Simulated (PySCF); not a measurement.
B3LYP has the VWN-RPA correlation part, as in Gaussian. 

**H$_{5}$Si$_{2}$, SMILES `[SiH2][SiH3]` (charge 0, multiplicity 2)**

Level of theory: B3LYP-D3(BJ)/def2-TZVP run with PySCF.

| Property | Result |
|---|---|
| highest occupied spin orbital | -5.95 eV |
| dipole moment | 0.05 D |
| total energy | -582.0028 Ha |
| cost | very roughly 90 core-seconds |

```xyz
7

Si     1.3119    -0.4245     0.1767
Si    -0.9662     0.0428    -0.0113
H      2.0420     0.4851     1.0967
H      2.0250    -0.4959    -1.1246
H     -1.5808     0.0053     1.3371
H     -1.2275     1.3766    -0.6119
H     -1.6043    -0.9894    -0.8627
```
Charge 0, spin multiplicity 2.
